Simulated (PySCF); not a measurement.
Working out the ionisation energy of F⁺

F⁺ [He] 2s2 2p4 (3P) → F²⁺ [He] 2s2 2p3 (4S). Computed with PySCF 2.14 in aug-cc-pVQZ-DK (6s5p4d3f2g, 80 functions), with scalar relativity by spin-free X2C-1e. Frozen: 1s2. Energies in hartree (1 hartree = 27.21139 eV):

| part | F⁺ (lower) | F²⁺ (upper) |
| --- | --- | --- |
| UHF | -98.926316 | -97.699589 |
| CCSD correlation | -0.174143 | -0.122907 |
| (T) | -0.002567 | -0.001441 |

**Question.** What does Hartree-Fock give?

**Answer.** (-97.699589) − (-98.926316) = 1.226727 hartree = 33.381 eV.

**Question.** What do CCSD and CCSD(T) give?

**Answer.** The CCSD correlation energies differ by 0.051236 hartree = 1.394 eV and the triples by 0.001126 hartree = 0.031 eV, so CCSD gives 34.775 eV and CCSD(T) 34.806 eV.

Measured between the centres of the two terms (NIST): 34.950 eV, so CCSD(T) (valence) is off by -0.144 eV.

What remains against the reference includes basis incompleteness, the frozen core and higher excitations.
